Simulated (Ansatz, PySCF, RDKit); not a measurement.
Noncovalent pair: GeH4 (SMILES [GeH4]) (first 5 atoms) with C2H6 (SMILES CC); geometry from B3LYP-D3(BJ)/def2-TZVP, rigid monomers moved along the line of their centres of mass till Ge1···C6 is 5.32 Å.
(charge 0, multiplicity 1):
```json
[
 {"atom": "Ge", "x (Å)": "-0.1545", "y (Å)": "0.1485", "z (Å)": "-0.2464"},
 {"atom": "H", "x (Å)": "-0.5052", "y (Å)": "-0.0597", "z (Å)": "-1.7277"},
 {"atom": "H", "x (Å)": "0.4200", "y (Å)": "-1.1531", "z (Å)": "0.3312"},
 {"atom": "H", "x (Å)": "-1.4220", "y (Å)": "0.5348", "z (Å)": "0.5293"},
 {"atom": "H", "x (Å)": "0.8864", "y (Å)": "1.2701", "z (Å)": "-0.1198"},
 {"atom": "C", "x (Å)": "0.6685", "y (Å)": "0.3873", "z (Å)": "5.0089"},
 {"atom": "C", "x (Å)": "-0.2791", "y (Å)": "-0.7613", "z (Å)": "5.3416"},
 {"atom": "H", "x (Å)": "1.1180", "y (Å)": "0.8058", "z (Å)": "5.9114"},
 {"atom": "H", "x (Å)": "0.1464", "y (Å)": "1.1978", "z (Å)": "4.4966"},
 {"atom": "H", "x (Å)": "1.4822", "y (Å)": "0.0564", "z (Å)": "4.3605"},
 {"atom": "H", "x (Å)": "0.2437", "y (Å)": "-1.5703", "z (Å)": "5.8552"},
 {"atom": "H", "x (Å)": "-0.7280", "y (Å)": "-1.1801", "z (Å)": "4.4393"},
 {"atom": "H", "x (Å)": "-1.0921", "y (Å)": "-0.4293", "z (Å)": "5.9902"}
]
```

```tsv
level	interaction energy (kJ/mol)	cost
UFF	-1.5	-
HF/STO-3G (no counterpoise)	0.0	-
HF/3-21G (no counterpoise)	-0.3	-
HF/6-31G*	0.0	-
HF/aug-cc-pVDZ	0.0	-
B3LYP/3-21G (no counterpoise)	-0.2	-
B3LYP/6-31G*	0.2	-
B3LYP/6-31G* (no counterpoise)	-0.1	-
B3LYP/def2-TZVPPD	0.4	×2
B3LYP-D3(BJ)/def2-TZVPPD	-1.1	×2
PBE0-D4/def2-TZVPPD	-1.4	×1
M06-2X/6-31G* (no counterpoise)	-1.0	-
SCS-MP2/aug-cc-pVDZ	-0.8	-
CCSD(T)/aug-cc-pVDZ	-1.1	×7
```

The rows run from -1.5 (UFF) to 0.4 kJ/mol (B3LYP/def2-TZVPPD). The dispersion term adds -1.5 in B3LYP-D3(BJ).

Interaction energies are E(AB) − E(A) − E(B) at the monomers' geometry in the complex; basis-set methods are counterpoise corrected. Rows marked so take none. RDKit's UFF carries no charges.

Cores are frozen in the correlated methods. Filled d and f shells under p-block atoms count as core. Rows in 3-21G, 6-31G*, STO-3G carry no dispersion term and start afresh at each structure (6-31G* with six Cartesian d functions); the Pople sets are all-electron and without relativity.

The values were computed with Ansatz (Gaussian basis) for Hartree–Fock, density functionals and correlated methods; PySCF for 3-21G rows, 6-31G* rows, STO-3G rows, the dispersion terms; RDKit for the force fields. 

Costs are rough ratios of core time to PBE/def2-TZVPPD (about 13 s over the structures, on one shared machine); a dash marks a level with no comparable run of its own.

Ansatz is a quantum-chemistry and plane-wave program.
